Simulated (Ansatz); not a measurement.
`[SiH3]S[SiH2]Cl`, charge 0, multiplicity 1.

(1) Give a relaxed structure at PBE0-D4/def2-TZVP (Ansatz). (Estimate.)

Answers

(1) Computed: 
Cartesian coordinates in Å:
```
Si -0.597 -1.436 -0.442
S 0.603 -0.692 1.176
Si 0.748 1.321 0.537
Cl -1.098 2.206 0.353
H -0.210 -0.751 -1.701
H -0.314 -2.888 -0.532
H -2.038 -1.217 -0.176
H 1.390 1.416 -0.792
H 1.515 2.042 1.575
```
This is one stationary point; other conformers may exist.
